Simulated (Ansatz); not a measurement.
`C=[CH][GeH2][Cl]` + H• → `C=[CH][GeH][Cl]`• + H₂ at 600 K and 1 bar (hydrogen abstraction from a Ge–H bond).

Gas-phase electronic energies from Ansatz, PBE0-D4/def2-TZVP geometries. CCSD(T)/CBS is the MP2 limit (def2-TZVPP, def2-QZVPP) plus CCSD(T) − MP2 in def2-TZVPP, frozen cores. This one scheme is used for every species, atoms too. No spin–orbit coupling; open shells (•) take unrestricted orbitals. For Ge outer-core shells are correlated without core-valence functions, so the limit isn't a true one: a few kJ/mol of doubt a bond, and 10 to 20 or more in all where bonds break to atoms. Scalar relativity is left out up to krypton. Each species was taken in one conformer, which may not be the lowest.

| species | CCSD(T)/CBS energy (Eh) | H − E (kJ/mol) | S (J/(mol·K)) |
| --- | --- | --- | --- |
| `C=[CH][GeH2][Cl]` | -2615.01675 | 209.4 | 410.3 |
| H• | -0.50000 | 12.5 | 129.3 |
| `C=[CH][GeH][Cl]`• | -2614.37429 | 182.4 | 406.4 |
| H₂ | -1.17544 | 43.9 | 150.8 |

H − E and S are ideal-gas, rigid-rotor, harmonic terms from PBE0-D4/def2-TZVP, for one conformer and one mirror image of each species, with the whole ground term of open shells counted as degenerate. For small species the MP2-based limit differs from directly extrapolated CCSD(T) by up to some mEh (0.8 for H₂); such offsets cancel only in part. 1 Eh = 2625.50 kJ/mol, R = 8.31446 J/(mol·K).

Question: By hand: ΔE, ΔH, ΔS and ΔG.

Answer: ΔE = (-2614.37429) + (-1.17544) − (-2615.01675) − (-0.50000) = -0.03298 Eh = -86.6 kJ/mol. Δ(H − E) = 182.4 + 43.9 − 209.4 − 12.5 = 4.4, so ΔH = -82.2 kJ/mol. ΔS = 406.4 + 150.8 − 410.3 − 129.3 = 17.6 J/(mol·K). ΔG = -82.2 − 600 × (17.6)/1000 = -92.8 kJ/mol.

Question: By hand: the equilibrium constant, and the temperature at which ΔG would vanish if ΔH and ΔS stayed fixed.

Answer: log₁₀ K = −ΔG/(RT ln 10) = 8.1. ΔH and −TΔS have one sign here, so there is no such temperature.

ΔH outweighs TΔS. A doubt of 5 kJ/mol in ΔE shifts log₁₀ K by 0.4 here. Other conformers and mirror images would add mixing entropy, several J/(mol·K) or more a flexible species. These are equilibria of isolated gas molecules and say nothing of rates. Largest T1 diagnostic: 0.022 (customary marks: 0.02 for closed shells, 0.045 for open ones).
